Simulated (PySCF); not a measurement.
Identify the compound

An unknown has the formula C8H13N. Its calculated NMR data are:

$^{1}$H NMR (600 MHz, computed): δ 10.48 (br s, 1H), 7.48 (d, 1H), 2.09 (m, 1H), 2.03 (m, 1H), 1.83 (m, 1H), 1.35 (m, 1H), 1.35 (m, 1H), 1.28 (m, 1H), 0.96 (m, 1H), 0.89 (m, 1H), 0.87 (m, 1H), 0.67 (m, 1H), -0.17 (m, 1H).

$^{13}$C{$^{1}$H} NMR (computed): δ 182.6 (CH), 53.3 (CH), 31.4 (CH2), 26.3 (CH2), 26.2 (CH2), 13.4 (CH), 12.7 (CH2), 10.8 (CH).

All values are calculated (PySCF 2.14): geometry from GFN2-xTB, shieldings: GIAO PBE0/pcSseg-1. Single conformer, isolated molecule, no relativistic terms.

Scale: $^{1}$H (31.72 ppm) and $^{13}$C (186.93 ppm) vs TMS (reference shieldings calculated alike).

Question: Which of these isomers gave the spectra?
A. CCCc1ccn(C)c1
B. [H]/N=C\[C@@H]1CC[C@@H]2C[C@@H]2C1
C. C#CC/C(=N\C)C(C)C
D. C1CC(=NC2CCC2)C1

Answer: B. 

Rings plus π bonds: 3 (2 rings in the answer). 8 carbon signals for 8 carbons: no two carbons are equivalent. Carbon types of the structure: 4 × CH, 4 × CH2, leaving 1 H on heteroatoms. δC 182.6: C=N carbon. δC 31.4, 26.3, 26.2: sp3 CH2 in a ring; saturated and bonded to C and H only. δC 13.4, 12.7, 10.8: three-membered-ring carbon; carbons of three-membered rings are unusually shielded. δH 10.48: hydrogen on an imine nitrogen; exchangeable, gas-phase position. δH 0.96, 0.89, 0.67, -0.17: hydrogen on a three-membered-ring carbon; cyclopropane-type protons are shielded by the ring.

The others: C1CC(=NC2CCC2)C1 would give 7 carbon signals, not 8; CCCc1ccn(C)c1 would give 7 signals for carbon-bound and other non-exchanging H, not 12; C#CC/C(=N\C)C(C)C would give 7 carbon signals, not 8.

OH and NH positions are those of a molecule without intermolecular hydrogen bonds; in solution they move with solvent, concentration and temperature, and exchange usually removes their couplings. Shifts are as computed. Against solution values, carbons near 30 ppm lie about +3 ppm off and those near 130 ppm about +5 ppm. Of 1211 compounds with measured shifts, 218 miss one by over three times the rms of a fit or turn the order of signals round; such compounds aren't used in these exercises. Multiplicities follow the n + 1 count of equivalent neighbours, as no J values were calculated; m marks all less simple cases, F and P coupling included.
